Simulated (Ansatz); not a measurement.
An input meant for CaI2⁺ (charge 1, doublet).

```yaml
crystal:
  periodic: [false, false, false]
  atoms:
    - {symbol: Ca, position_ang: [1.714581, 0.259500, -0.152170]}
    - {symbol: I, position_ang: [-0.564292, -1.827697, 0.315985]}
    - {symbol: I, position_ang: [-1.097122, 1.494134, -0.259305]}
basis:
  gaussian: {orbitals: def2-SVPD, final_grid: {core_spheres: 20, valence_spheres: 16, degree: 47}}
total_charge: 1
magnetization: {spin_polarized: true, initial_magnetization: 1}
hamiltonian: {xc: {name: r2SCAN0}, dispersion: d3bjatm}
relax: {f_tol: 0.0001, max_steps: 1}
output: {forces: true}
```

```sh
$ ansatz run in.yaml --threads 4 --pin off --events-out ev --progress --plain --max-ram 3916MiB
```

Shortened log:

```
Functional definition: r2SCAN0
1339 factors; integrals over basis functions are off by at most 7.5e-5 eV
mean field evaluation 1: about -34634.9671 eV, gradient 1.8e1 eV
mean field evaluation 2: about -34633.4885 eV, gradient 2.4e1 eV
mean field evaluation 4: about -34637.4600 eV, gradient 1.1e0 eV
mean field evaluation 8: about -34637.4890 eV, gradient 2.9e-2 eV
mean field evaluation 16: about -34637.4890 eV, gradient 1.9e-5 eV
mean field -34637.48900206 eV, -1272.9042426925 hartree, gradient 2.0e-5 eV, S^2 0.758277; 1 other end points of the search recorded, 0 dependent functions left out
reference -34637.48902901 eV, -1272.9042436830 hartree; 35, 34 occupied and 62, 63 virtual orbitals, 1339 factors
relax step   1: F+E_penalty+E_count = -34637.53104561 eV  Δ(F+E_penalty+E_count) = +0.000e0 eV  max|allowed force component| = 1.511e0 eV/Å  Δτ_max = 0.0000 Å  (40 SCF iters, accepted)
Error: geometry relaxation did not converge after 1 steps: max|allowed force component| = 1.51e0 eV/Å (threshold 1.0e-4). Raise `relax.max_steps` over both its present limit and 1, loosen `relax.f_tol`, or start from a geometry closer to equilibrium. Where this run's directory can be resumed (`checkpoint.write`), a resume goes on for up to `relax.max_steps` more
```

Question: What is wrong with this run?

Answer: The relaxation is allowed too few steps for its threshold. The SCF steps converged, but the relaxation ran out of steps.
